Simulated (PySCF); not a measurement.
## Dipole polarisabilities along group 8, charge +1

Calculated with PySCF 2.14 for the ground configurations, without spin-orbit coupling: coupled response for Hartree-Fock and DFT. Mean α in bohr³, C₆ of like pairs in atomic units.

```tsv
species	α UHF	α PBE	α PBE0	C₆ UHF	C₆ PBE	C₆ PBE0
Fe⁺ [Ar] 3d6 4s1 (aug-cc-pwCVTZ, non-relativistic)	36.39	25.57	27.62	190.8	127.3	138.2
Ru⁺ [Kr] 4d7 (aug-cc-pwCVTZ-PP with ECP28MDF, ECP)	13.25	16.36	15.23	82.81	104.8	96.96
Os⁺ [Xe] 4f14 5d6 6s1 (aug-cc-pwCVTZ-PP with ECP60MDF, ECP)	33.74	27.23	28.12	278.6	226.7	233.1
```

The values depend on the diffuse functions of the basis.
